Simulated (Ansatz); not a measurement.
The cluster Li₉⁻. Charge -1, multiplicity 3. Geometry r2SCAN/def2-TZVPD, that of the charge -1 singlet; atoms count from 1.

Cartesian coordinates in Å:
```
Li -1.482 -1.064 0.333
Li 0.072 0.267 2.405
Li 0.227 -2.322 -2.036
Li 2.720 -0.271 -2.390
Li 1.652 1.672 0.024
Li 1.506 -1.164 0.260
Li -3.020 0.513 2.815
Li -1.503 1.851 0.429
Li -0.172 0.516 -1.840
```

The charge -1 triplet is spin-contaminated (final ⟨S²⟩ up to 2.13, 2.00 for a pure state). At PBE0/def2-TZVPD a singlet of charge -1 lies 0.42 eV below the triplet at the same geometry. The structure comes from a short search, and lower isomers may exist.

**Question.** Estimate the Mulliken populations from the PBE0/def2-TZVPD orbitals of Ansatz.

**Answer.** 
| atom | charge (e) | spin (α − β) |
| --- | --- | --- |
| Li1 | 0.25 | 0.26 |
| Li2 | -0.18 | 0.17 |
| Li3 | -0.26 | 0.15 |
| Li4 | -0.11 | 0.71 |
| Li5 | 0.11 | 0.09 |
| Li6 | -0.15 | -0.17 |
| Li7 | -0.28 | 0.56 |
| Li8 | -0.20 | 0.28 |
| Li9 | -0.19 | -0.05 |
Mulliken values depend strongly on the basis. With diffuse functions, as here, like atoms can get unlike values, and bond orders can come out too low or too high.

**Question.** Where does the spin sit?

**Answer.** Summed by element: Li 2.00, of 2 unpaired in all. Largest on single atoms: Li4 0.71, Li7 0.56, Li8 0.28.

**Question.** And the Mayer bond orders between heavy atoms (over 0.3)?

**Answer.** Li2–Li7 0.40 (3.13 Å); Li2–Li8 0.34 (2.98 Å); Li3–Li4 0.45 (3.25 Å); Li6–Li9 0.44 (3.17 Å); Li7–Li8 0.46 (3.13 Å).
